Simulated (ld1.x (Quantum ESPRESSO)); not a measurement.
# An all-electron radial function and its pseudo partner (iodine (I))

Columns: radius, all-electron u(r) and pseudo u(r) of the 5p shell (level -7.23 eV) of iodine in the configuration [Kr] 4d10 5s1.75 5p5.25; PBEsol, scalar-relativistic, ultrasoft scheme, ld1.x (Quantum ESPRESSO) 7.5.

```json
{"r (bohr)": "0.115", "all-electron": "0.0157", "pseudo": "-0.0083"}
{"r (bohr)": "0.230", "all-electron": "-0.2174", "pseudo": "-0.0326"}
{"r (bohr)": "0.345", "all-electron": "-0.0390", "pseudo": "-0.0716"}
{"r (bohr)": "0.460", "all-electron": "0.2073", "pseudo": "-0.1232"}
{"r (bohr)": "0.575", "all-electron": "0.3298", "pseudo": "-0.1845"}
{"r (bohr)": "0.690", "all-electron": "0.3143", "pseudo": "-0.2525"}
{"r (bohr)": "0.805", "all-electron": "0.2067", "pseudo": "-0.3238"}
{"r (bohr)": "0.920", "all-electron": "0.0556", "pseudo": "-0.3950"}
{"r (bohr)": "1.035", "all-electron": "-0.1049", "pseudo": "-0.4631"}
{"r (bohr)": "1.150", "all-electron": "-0.2548", "pseudo": "-0.5256"}
{"r (bohr)": "1.265", "all-electron": "-0.3845", "pseudo": "-0.5806"}
{"r (bohr)": "1.380", "all-electron": "-0.4906", "pseudo": "-0.6267"}
{"r (bohr)": "1.495", "all-electron": "-0.5732", "pseudo": "-0.6633"}
{"r (bohr)": "1.610", "all-electron": "-0.6342", "pseudo": "-0.6904"}
{"r (bohr)": "1.725", "all-electron": "-0.6761", "pseudo": "-0.7084"}
{"r (bohr)": "1.840", "all-electron": "-0.7017", "pseudo": "-0.7182"}
{"r (bohr)": "1.955", "all-electron": "-0.7137", "pseudo": "-0.7207"}
{"r (bohr)": "2.070", "all-electron": "-0.7147", "pseudo": "-0.7168"}
{"r (bohr)": "2.185", "all-electron": "-0.7069", "pseudo": "-0.7071"}
{"r (bohr)": "2.300", "all-electron": "-0.6922", "pseudo": "-0.6922"}
{"r (bohr)": "2.415", "all-electron": "-0.6723", "pseudo": "-0.6723"}
{"r (bohr)": "2.530", "all-electron": "-0.6486", "pseudo": "-0.6486"}
{"r (bohr)": "2.645", "all-electron": "-0.6221", "pseudo": "-0.6221"}
{"r (bohr)": "2.760", "all-electron": "-0.5938", "pseudo": "-0.5938"}
{"r (bohr)": "2.875", "all-electron": "-0.5645", "pseudo": "-0.5645"}
{"r (bohr)": "2.990", "all-electron": "-0.5347", "pseudo": "-0.5347"}
```

How many radial nodes do the two functions have?

The all-electron 5p function has n − l − 1 = 3; the pseudo-wave has 0, since the states of the same l below it are removed with the core.

At about which radius was the pseudo-wave matched?

2.30 bohr, where the columns begin to agree (steps of 0.12 bohr).

Is the pseudo-wave norm-conserving?

No, it belongs to an ultrasoft set: the norm inside the radius is not constrained, and the difference is carried by the augmentation charge.
